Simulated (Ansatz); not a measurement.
One change: `O=C([SiH3])BO` becomes `C#CC(=O)[SiH3]`.

Ansatz, PBE0-D4/def2-TZVP geometries, multiplicity 1. Each molecule was computed in one conformer, which needn't be the lowest.

| property | `O=C([SiH3])BO` |
| --- | --- |
| LUMO energy (PBE0/def2-TZVPP) / eV | -2.67 |
| HOMO–LUMO gap (PBE0/def2-TZVPP) / eV | 4.30 |
| HOMO–LUMO gap (ωB97M-V/def2-TZVPP) / eV | 8.83 |
| HOMO energy (PBE/def2-TZVPP) / eV | -5.56 |
| HOMO energy (PBE0/def2-TZVPP) / eV | -6.97 |
| HOMO energy (B3LYP/def2-TZVPP) / eV | -6.77 |

**Question.** What does the change do to each property? (An estimate is asked.)

**Answer.** Ansatz gave: 
| property | `C#CC(=O)[SiH3]` | shift |
| --- | --- | --- |
| LUMO energy (PBE0/def2-TZVPP) / eV | -2.33 | 0.34 |
| HOMO–LUMO gap (PBE0/def2-TZVPP) / eV | 5.17 | 0.87 |
| HOMO–LUMO gap (ωB97M-V/def2-TZVPP) / eV | 9.75 | 0.92 |
| HOMO energy (PBE/def2-TZVPP) / eV | -5.95 | -0.39 |
| HOMO energy (PBE0/def2-TZVPP) / eV | -7.50 | -0.53 |
| HOMO energy (B3LYP/def2-TZVPP) / eV | -7.26 | -0.49 |

With PBE0 the HOMO falls by 0.53 eV and the LUMO rises by 0.34 eV, so the gap widens by about 0.87 eV. PBE moves the HOMO by -0.39 eV and ωB97M-V by -0.61 eV.

B3LYP here is the variant with VWN-RPA as its local correlation; programs differ in this.
